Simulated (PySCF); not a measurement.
# Stretching one bond of AlBH3 cation

These are calculations, not measurements. They come from PySCF 2.14.0, an open-source quantum chemistry program, on an isolated molecule that a program drew, which may never have been made. The molecule is AlBH3 cation (charge +1, singlet), drawn as the SMILES string `[BH2][AlH+]`.

The structure below is the HF double-zeta minimum with every atom moved a little at random, so it isn't optimised. Bond B1-Al2 is then set to each length in the table by shifting atoms 2, 5 along it, with nothing else relaxed.
```xyz
5
AlBH3 cation, angstrom
B     2.0650   -0.4882   -0.9239
Al    1.0127   -1.0166   -2.7058
H     1.8812    0.5921   -0.4529
H     2.6715   -1.3617   -0.3855
H     0.2701   -1.4269   -4.0508
```

E is the energy above the same method's energy at the HF double-zeta minimum. IE is the energy to remove one electron at fixed geometry, to the doublet state of charge +2, as a difference of total energies. The basis family is cc-pV(n+d)Z, with UHF for radicals and no spin-orbit coupling. Best is HF at quadruple zeta, plus MP2 correlation extrapolated from triple and quadruple zeta, plus CCSD(T) minus MP2 at triple zeta, with a frozen core. The other columns are at triple zeta.

| bond (Å) | E CCSD (kcal/mol) | E MP2 (kcal/mol) | E CCSD(T) (kcal/mol) | E best (kcal/mol) | IE CCSD (eV) | IE MP2 (eV) | IE CCSD(T) (eV) | IE best (eV) | T1 |
|---|---|---|---|---|---|---|---|---|---|
| 2.0678 | 1.46 | 1.50 | 1.44 | 1.26 | 16.825 | 16.834 | 16.850 | 16.949 | 0.010 |
| 2.1358 | 0.56 | 0.64 | 0.53 | 0.48 | 16.701 | 16.705 | 16.729 | 16.827 | 0.010 |
| 2.4068 | ? | ? | ? | ? | ? | ? | ? | ? | ? |
| 2.5618 | 11.51 | 12.23 | 11.29 | 11.75 | 15.838 | 15.797 | 15.889 | 15.982 | 0.012 |
| 2.6108 | 13.63 | 14.46 | 13.37 | 13.85 | 15.736 | 15.688 | 15.790 | 15.883 | 0.013 |
| 2.6408 | 14.96 | 15.86 | 14.68 | 15.17 | 15.674 | 15.622 | 15.730 | 15.822 | 0.013 |

T1 is the CCSD diagnostic of the starting molecule.

**Estimate the best E and IE at 2.4068 Å from the other rows.**

A least-squares cubic in the inverse of the bond length through the other values of E best gives 5.71 kcal/mol there. A least-squares quadratic in the bond length through IE best gives 16.299 eV. The calculation gives 5.70 kcal/mol and 16.298 eV, so the fits miss by 0.01 kcal/mol and 0.001 eV. The same recipe one zeta lower moves these two values by 0.21 kcal/mol and 0.03 eV, a gauge of their own error. The rest of the row: E is 5.49 (CCSD), 5.90 (MP2), 5.37 (CCSD(T)); IE is 16.161 (CCSD), 16.139 (MP2), 16.203 (CCSD(T)); T1 is 0.011.
